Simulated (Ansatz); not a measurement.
CH₅GeI⁺, that is GeH2MeI with one electron fewer. The state is a doublet with charge 1. Geometry PBE0-D4/def2-SVP; atoms count from 1.

```xyz
8

Ge   -0.574    0.645   -0.216
H    -1.236    0.670   -1.593
H    -0.629    1.942    0.589
C     0.983   -0.483    0.008
H     1.796    0.040   -0.525
H     0.834   -1.468   -0.454
H     1.259   -0.579    1.066
I    -2.433   -0.767    1.124
```

In the def2 sets I takes a core potential; there is no spin–orbit coupling.

Problem. Estimate the Mulliken populations from the PBE0/def2-TZVP orbitals of Ansatz.

Solution. 
```csv
atom,charge (e),spin (α − β)
Ge1,0.19,-0.04
H2,0.14,0.01
H3,0.14,0.01
C4,-0.45,0.04
H5,0.21,0.01
H6,0.20,0.00
H7,0.20,0.00
I8,0.38,0.98
```
Mulliken values depend strongly on the basis.

Problem. Where does the spin sit?

Solution. Summed by element: Ge -0.04, H 0.02, C 0.04, I 0.98, of 1 unpaired in all. Largest on single atoms: I8 0.98, C4 0.04, Ge1 -0.04.

Problem. And the Mayer bond orders between heavy atoms (over 0.3)?

Solution. Ge1–C4 0.95 (1.93 Å); Ge1–I8 0.71 (2.69 Å).
